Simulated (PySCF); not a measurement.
C₄H₁₁NSi.
Numbering: `[CH3:1][C@@H:2]1[CH2:3][CH2:4][NH:5][SiH2:6]1`

Definitions: NICS(0) = −σiso at the ring centroid; NICS(1) = −σiso and NICS(1)zz = −σzz at ±1 Å along the ring normal z. Level: GIAO PBE/pcSseg-1 (PySCF, non-relativistic, gas phase) on the PBE0-D3(BJ)/def2-SVP geometry, one conformer.

Ring bond lengths (Å): C2–C3 1.537, C3–C4 1.528, C4–N5 1.452, N5–Si6 1.735, Si6–C2 1.898.

Give the NICS values of each ring in ppm.

| ring | type | NICS(0) | NICS(1), two faces | NICS(1)zz, two faces | rms pucker (Å) | centre to ring atoms, mean (Å) |
| --- | --- | --- | --- | --- | --- | --- |
| C2–C3–C4–N5–Si6 | 5-membered ring with N and Si; formal bonds all single | -6.6 | -3.1 / -3.7 | -2.9 / -2.7 | 0.17 | 1.36 |

What do they say, and how far can they be read as aromaticity?

- C2–C3–C4–N5–Si6: mean NICS(1)zz -2.8 ppm, near zero. C2, C3, C4, Si6 have four or more neighbours, and the NICS criterion for π rings isn't applied.

Give the inner angles of the rings.

- C2–C3–C4–N5–Si6: C2 101.2°, C3 109.3°, C4 106.5°, N5 113.4°, Si6 93.7°; sum 524.1° against 540° for a flat convex ring.

How do the values depend on the level or the medium?

| level | NICS(0), C2–C3–C4–N5–Si6 | mean NICS(1)zz, C2–C3–C4–N5–Si6 |
| --- | --- | --- |
| PBE/pcSseg-1, gas | -6.6 | -2.8 |
| PBE0/pcSseg-1, gas | -6.7 | -2.7 |

The geometry is the same throughout.

Hardware: an Arm Neoverse V2 with one thread (shared host). Cost: 25 s wall. This is the whole shielding run at PBE/pcSseg-1, SCF included.
